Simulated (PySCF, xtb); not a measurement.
ClGeH3S3, SMILES [SH][Ge]([SH])([SH])[Cl]. Other conformers were not sampled.

Harmonic wavenumbers (cm⁻¹) from GFN2-xTB in xtb at its own minimum, in rising order: 48, 95, 107, 110, 122, 131, 133, 156, 303, 350, 360, 367, 657, 669, 681, 2414, 2418, 2448.

**Question.** What does PBE-D3(BJ)/def2-SVP run with PySCF give at its own minimum? (Estimate from the structure and the level; the computed values follow.)

**Answer.** 49, 104, 120, 136, 144, 149, 185, 243, 340, 400, 408, 418, 697, 713, 730, 2608, 2609, 2612. Paired by order, the mean absolute difference is 61 cm⁻¹ and the zero-point energies are 16.5 and 18.1 kcal/mol.
